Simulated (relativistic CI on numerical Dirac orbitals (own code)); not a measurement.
# Zr²⁺: computed level list

Method of calculation: Dirac-Coulomb-Breit CI, separate exchange-only KLI orbitals for each configuration, model QED (radiative potential, 1s self-energy scaled to tabulated hydrogen-like ionisation energies), valence Slater integrals scaled by 0.85, configuration energies shifted to the measured levels that pair with them (semi-empirical) (own radial code, finite nucleus).

Configuration list (outside the closed core [Kr]): 4d2, 4d.5s, 5s2, 4d.5p, 5s.5p, 4d.4f, 4d.5d, 4d.6s, 4d.6p, 4f2, 5p2, 4d.6d, 4d.5f, 4d.5g, 5s.6s, 4d.6f, 4d.6g, 4f.5s, 5p.6s, 4f.5p. Levels of other configurations are missing.

The lowest level is 4d2 3F_2, with 99 % of that term; Hund's rules for 4d2 give 3F with J = 2, in agreement.

```
No.  Configuration  Term  J   E (eV)    %  Lifetime (s)  jj configuration (%)
  1            4d2    3F  2   0.0000   99                        4d3/2^2 (74)
  2            4d2    3F  3   0.0708  100      2.11e+02     4d3/2 4d5/2 (100)
  3            4d2    3F  4   0.1565  100      1.50e+02          4d5/2^2 (77)
  4            4d2    1D  2   0.7555   89      1.41e+01      4d3/2 4d5/2 (38)
  5            4d2    3P  0   1.0549  100      1.95e+01          4d3/2^2 (65)
  6            4d2    3P  1   1.0813  100      1.76e+01     4d3/2 4d5/2 (100)
  7            4d2    3P  2   1.1331   97      1.45e+01          4d5/2^2 (59)
  8            4d2    1G  4   1.4354  100      1.35e+01      4d3/2 4d5/2 (77)
  9          4d.5s    3D  1   2.2812  100      2.28e-01        4d3/2 5s (100)
 10          4d.5s    3D  2   2.3262   99      2.26e-01         4d3/2 5s (67)
 11          4d.5s    3D  3   2.4052  100      2.20e-01        4d5/2 5s (100)
 12            4d2    1S  0   3.0706   92      1.81e-01          4d5/2^2 (60)
 13          4d.5s    1D  2   3.1448   91      2.80e-01         4d5/2 5s (62)
 14            5s2    1S  0   6.0141   90      1.24e-02           closed (90)
 15          4d.5p   1D°  2   6.6867   71      1.53e-09      4d3/2 5p1/2 (73)
 16          4d.5p   3F°  2   6.9003   68      1.56e-09      4d5/2 5p1/2 (27)
 17          4d.5p   3D°  1   6.9176   96      9.69e-10      4d3/2 5p1/2 (67)
 18          4d.5p   3F°  3   6.9593   91      1.59e-09      4d5/2 5p1/2 (63)
 19          4d.5p   3D°  2   7.0056   94      9.61e-10      4d3/2 5p3/2 (62)
 20          4d.5p   3D°  3   7.1074   90      9.59e-10      4d5/2 5p3/2 (64)
 21          4d.5p   3F°  4   7.1359  100      1.59e-09     4d5/2 5p3/2 (100)
 22          4d.5p   3P°  1   7.3995   85      1.36e-09      4d3/2 5p3/2 (71)
 23          4d.5p   3P°  0   7.4220   98      1.31e-09      4d3/2 5p3/2 (98)
 24          4d.5p   3P°  2   7.4696   96      1.29e-09      4d5/2 5p3/2 (57)
 25          4d.5p   1P°  1   7.7014   80      1.76e-09      4d5/2 5p3/2 (84)
 26          4d.5p   1F°  3   7.8122   98      9.35e-10      4d3/2 5p3/2 (37)
 27          5s.5p   3P°  0   9.8531   97      9.10e-10         5s 5p1/2 (97)
 28          5s.5p   3P°  1   9.9315   98      9.13e-10         5s 5p1/2 (68)
 29          5s.5p   3P°  2  10.0969   98      9.19e-10         5s 5p3/2 (98)
 30         4d.5d‡    1F  3  12.5770   84      1.02e-09      4d3/2 5d3/2 (40)
 31         4d.5d‡    3D  1  12.6109   81      1.01e-09      4d3/2 5d3/2 (75)
 32         4d.5d‡    3D  2  12.6575   88      1.03e-09      4d3/2 5d5/2 (53)
 33         4d.5d‡    3G  3  12.7060   69      9.78e-10      4d3/2 5d3/2 (45)
 34          5s.5p   1P°  1  12.7273   84      2.77e-10         5s 5p3/2 (59)
 35         4d.5d‡    3D  3  12.7347   56      1.02e-09      4d5/2 5d5/2 (79)
 36         4d.5d‡    3G  4  12.7656   99      9.74e-10      4d3/2 5d5/2 (60)
 37         4d.5d‡    1P  1  12.7899   68      1.10e-09      4d5/2 5d5/2 (30)
 38         4d.6s‡    3D  1  12.8373   65      1.17e-09         4d3/2 6s (65)
 39         4d.5d‡    3G  5  12.8522  100      9.92e-10     4d5/2 5d5/2 (100)
 40         4d.6s‡    3D  2  12.8562   76      1.20e-09         4d3/2 6s (81)
 41         4d.6s‡    3D  3  12.9600   92      1.21e-09         4d5/2 6s (92)
 42         4d.5d‡    3S  1  12.9819   91      1.02e-09      4d5/2 5d5/2 (53)
 43         4d.6s‡    1D  2  13.0094   38      9.70e-10      4d3/2 5d3/2 (50)
 44         4d.5d‡    3F  2  13.0441   60      9.57e-10      4d3/2 5d3/2 (35)
 45         4d.5d‡    3F  3  13.0951   98      8.48e-10      4d5/2 5d3/2 (62)
```

Energies count from the lowest computed level; ° marks odd parity; lifetimes are radiative, by E1, M1, E2 decay to levels of this space only. Filled j subshells are mostly left out of the jj labels. ‡ marks configurations that were not tied to measured data.

The mean weight of the leading LS term, summed over parents, in these 45 levels is 88 %, and that of the leading jj configuration (from the same eigenvectors) 69 %, so LS coupling describes them better.

Configurations whose levels could be paired with our table of measured levels were shifted onto them, all but the ground configuration, by the median error of their levels; single terms can still be off by 1,000 to 2,000 cm⁻¹ or more, and rates follow the energies as ν³ (E1, M1) or ν⁵ (E2). The others borrow a shift and can be off by several thousand cm⁻¹ or more. The fine structure of a lone outer electron comes out too small, for d and f at times inverted, and misplaced configurations move strength between like terms. 26 of the 26 excited levels that our extract of the measured tables holds in this range could be paired (the sources list more); they are missed by 185 cm⁻¹ on average and 787 at most, after the shifts were fitted to these levels, and levels without a partner can miss by more.

Landé's interval rule says that E(J) − E(J−1) = AJ with one A. For the ground term the intervals give A = 190.3, 172.9 cm⁻¹ for J = 3, 4; the multiplet is regular.
